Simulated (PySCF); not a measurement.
## Ru²⁰⁺ (ruthenium, charge +20) across methods

[Ar] 3d6, high-spin 5D determinant. Calculation: PySCF 2.14, in an uncontracted even-tempered set (17 s from 2.1 bohr⁻², ratio 2.5; 11 p from 2.7 bohr⁻², ratio 2.5; 8 d from 2.7 bohr⁻², ratio 2.5; 4 f from 12 bohr⁻², ratio 2.7; 3 g from 18 bohr⁻², ratio 2.7); the non-relativistic Hamiltonian (point nucleus).

```
method  E (hartree)  mean ε 3p β (eV)  mean ε 3d α (eV)  mean ε 3d β (eV)  Σ⟨r²⟩ (bohr²)   ⟨S²⟩
   UHF  -4236.52565           -1060.1           -925.57           -908.73          2.403  6.001
 TPSSh     -4237.58           -1033.2           -894.14           -882.15          2.406  6.000
  PBE0     -4237.29           -1037.5           -899.67           -886.46          2.405  6.000
 B97-3     -4237.38           -1038.3           -900.48           -887.08          2.403  6.000
r2SCAN     -4237.65           -1032.1           -893.62           -880.62          2.404  6.000
   LDA     -4232.71           -1028.8           -890.44           -877.40          2.408  6.000
```

(1) Estimate the same row for PBE.

A non-relativistic calculation at this Z misses sizeable relativistic shifts. Spin-orbit coupling, absent here, splits the open shell strongly.

Answers

(1) E (hartree) = -4237.14; mean ε 3p β (eV) = -1029.1; mean ε 3d α (eV) = -890.48; mean ε 3d β (eV) = -878.41; Σ⟨r²⟩ (bohr²) = 2.406; ⟨S²⟩ = 6.000.
